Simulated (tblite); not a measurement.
Species: C3H8B3N.
Atom-mapped SMILES: `[BH2:1][N:2]([BH2:3])[B:4]([CH3:5])[C:6]#[CH:7]` (hydrogens: H8, H9 on B1; H10, H11 on B3; H12, H13, H14 on C5; H15 on C7)

Computed with GFN2-xTB (tblite), gas phase: L-BFGS steps from a force-field or distance-geometry start until the largest atomic force falls under 0.01 eV/Å.

Step 7: E = -464.9532 eV
```
atom  x, y, z in Å  |  force x, y, z in eV/Å
B1     -1.1195   -0.4118    1.8881    0.190   0.235   0.277
N2     -0.2307   -0.6168    0.7957   -0.108   0.534  -0.173
B3     -0.7913   -1.3849   -0.2236   -0.106  -1.021  -0.517
B4      0.5560    0.3982    0.0618   -0.163   0.119   0.431
C5      2.1098    0.2895   -0.1546   -0.048   0.010   0.022
C6     -0.3058    1.3176   -0.7860    0.887  -0.326   0.672
C7     -1.0312    1.6719   -1.6675   -0.653   0.525  -0.796
H8     -1.3607   -1.2964    2.6384   -0.028   0.233  -0.314
H9     -1.5685    0.6698    1.9944    0.038   0.003   0.353
H10    -1.8208   -1.9325   -0.0244    0.324  -0.186  -0.140
H11    -0.2306   -1.4333   -1.2738   -0.348  -0.125   0.234
H12     2.6400    1.2336   -0.2655   -0.129   0.012   0.061
H13     2.6483   -0.3269    0.5633   -0.113   0.027  -0.069
H14     2.1540   -0.1944   -1.1288    0.308  -0.130  -0.078
H15    -1.6534    2.0243   -2.4393   -0.050   0.090   0.036
```

Step 8: E = -465.0307 eV
```
atom  x, y, z in Å  |  force x, y, z in eV/Å
B1     -1.1312   -0.3960    1.8897    0.212   0.290   0.230
N2     -0.2713   -0.6028    0.7695   -0.194   0.444  -0.254
B3     -0.8174   -1.4133   -0.2375    0.232  -0.743  -0.291
B4      0.5546    0.4132    0.0700   -0.182  -0.029   0.092
C5      2.1208    0.2774   -0.1622   -0.265   0.155   0.160
C6     -0.2889    1.3532   -0.7861    0.429  -0.241   0.176
C7     -1.0350    1.6916   -1.6676   -0.165   0.281  -0.233
H8     -1.3497   -1.3037    2.6298   -0.079   0.391  -0.366
H9     -1.5593    0.7040    2.0359    0.153  -0.308   0.290
H10    -1.8285   -1.9988   -0.0187    0.457  -0.034  -0.195
H11    -0.2143   -1.4590   -1.2733   -0.549  -0.160   0.325
H12     2.6292    1.2400   -0.2564   -0.111  -0.134   0.028
H13     2.6619   -0.3262    0.5702   -0.189   0.061  -0.188
H14     2.1874   -0.2030   -1.1408    0.223  -0.045   0.105
H15    -1.6627    2.0313   -2.4444    0.028   0.070   0.121
```

Problem. Estimate the geometry and energy of step 9. (The exact step hangs on the optimiser's Hessian estimate; all steps are aligned on step 8, rigid shifts and turns removed.)

Solution. E = -465.0857 eV, largest force 0.596 eV/Å
```
atom  x, y, z in Å  |  force x, y, z in eV/Å
B1     -1.1315   -0.3816    1.8938    0.190   0.278   0.089
N2     -0.3028   -0.5888    0.7473   -0.233   0.226  -0.228
B3     -0.8270   -1.4437   -0.2467    0.385  -0.348   0.015
B4      0.5510    0.4229    0.0789   -0.164  -0.069  -0.228
C5      2.1234    0.2721   -0.1653   -0.353   0.161   0.179
C6     -0.2745    1.3730   -0.7885    0.004  -0.106  -0.228
C7     -1.0363    1.7070   -1.6672    0.227   0.093   0.198
H8     -1.3450   -1.3015    2.6178   -0.103   0.392  -0.315
H9     -1.5521    0.7211    2.0673    0.217  -0.376   0.251
H10    -1.8257   -2.0405   -0.0189    0.429  -0.033  -0.178
H11    -0.2143   -1.4777   -1.2696   -0.516  -0.212   0.210
H12     2.6204    1.2421   -0.2502   -0.081  -0.153   0.008
H13     2.6665   -0.3249    0.5714   -0.200   0.053  -0.182
H14     2.2124   -0.2092   -1.1459    0.117   0.035   0.236
H15    -1.6688    2.0376   -2.4462    0.082   0.061   0.173
```

The energy changes by -0.0550 eV. The first-order estimate −F·Δx gives -0.0727 eV and the mean of the old and new forces, exact on a quadratic surface, -0.0548 eV. The step makes an angle of 64° with the force vector and moves no atom by more than 0.042 Å.

The cost below is that of the whole relaxation. On one thread of an Intel Xeon at 2.50 GHz, no GPU, shared host, this took 1.2 s.
